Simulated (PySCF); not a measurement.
## A small calculation by hand: chemical shift, span and skew from a shielding tensor

trans-dichloroethylene (C₂H₂Cl₂), SMILES Cl/C=C/Cl. Atoms are numbered in the order given.

```xyz
6

Cl    -0.0509    -2.1627     0.0000
C      0.4457    -0.5037     0.0000
C     -0.4457     0.5037     0.0000
Cl     0.0509     2.1627     0.0000
H      1.5341    -0.3427     0.0000
H     -1.5341     0.3427     0.0000
```
Charge 0, spin multiplicity 1.

Geometry optimised at PBE-D3(BJ)/def2-SVP.

GIAO shieldings from PBE0/pcSseg-2 (PySCF), non-relativistic, no solvent. The symmetric part of the tensor of C2 has the principal values -63.4, 76.3, 116.2 ppm. The same nucleus in TMS has σ = 186.1 ppm at this level (PySCF, at its B3LYP-D3(BJ)/def2-TZVP geometry). Without spin–orbit terms, shifts of atoms bonded to Cl or Br come out too high.

Question: Work out the isotropic shielding, the ¹³C shift against TMS, the span and the skew.

Answer: 
σ(iso) = (σ11 + σ22 + σ33)/3 = 43.0 ppm. δ = σ(ref) − σ(iso) = 186.1 − (43.0) = 143.1 ppm.
Span Ω = σ33 − σ11 = 179.6 ppm. Skew κ = 3(σ(iso) − σ22)/Ω = -0.56. Tumbling in solution averages the tensor to δ; in a static solid the shielding alone would spread this spin-1/2 line over Ω.
